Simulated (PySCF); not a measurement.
Cl₂HNOW, SMILES [NH]=[W](=[O])([Cl])[Cl], multiplicity 1. The structure is a stationary point at PBE-D3(BJ)/def2-SVP. The spin state was assumed, not searched. The structure was generated by enumeration; whether it is a known compound was not checked. The def2 effective core potentials stand for the cores of W; spin–orbit coupling is left out.

Computed with PySCF 2.14.0 with PBE-D3(BJ)/def2-SVP.

Harmonic wavenumbers (cm⁻¹): 105, 154, 206, 213, 305, 392, 405, 528, 624, 961, 997, 3519. Rotational constants (GHz): 2.638, 1.525, 1.268; symmetry number 1.

Task: Work out the zero-point energy and the ideal-gas rigid-rotor harmonic-oscillator thermochemistry at 298.15 K and 1 atm.

Result: ZPE = ½ Σ hcν = ½ × 8408 cm⁻¹ = 50.29 kJ/mol. H − E(el) = 70.50 kJ/mol. Entropy in J/(mol K): translation 179.27, rotation 119.39, vibration 61.18, total 359.84. G − E(el) = -36.78 kJ/mol. Cp = 96.35 J/(mol K). Modes under 150 cm⁻¹ make the vibrational entropy uncertain.
